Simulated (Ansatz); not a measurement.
Caution, from a PySCF single point (B3LYP-D3(BJ)/def2-TZVPD) at this geometry: the highest occupied level lies above zero, so the state may not be bound. This triplet lies 0.32 eV above the relaxed singlet at the level frozen-core CCSD(T)/aug-cc-pVTZ // B3LYP-D3(BJ)/def2-TZVPD (Ansatz, an electronic-structure program); other levels give the other order.

Species: H2AlBF, SMILES `F[B-][AlH2]` (triplet; the order of the spin states depends on the level) (charge -1, multiplicity 3).

### Question
Give a relaxed geometry from B3LYP-D3(BJ)/def2-TZVPD (Ansatz).

### Answer
This is not unique; one that fits is the end point of this relaxation, one of several conformers (outside a Z-matrix the atoms follow the SMILES, hydrogens last).
Cartesian coordinates (Å) in one orientation:
```xyz
5

F      2.487     0.219    -0.040
B      1.325    -0.478     0.005
Al    -0.676    -0.005     0.008
H     -1.380     1.465    -0.047
H     -1.756    -1.200     0.074
```
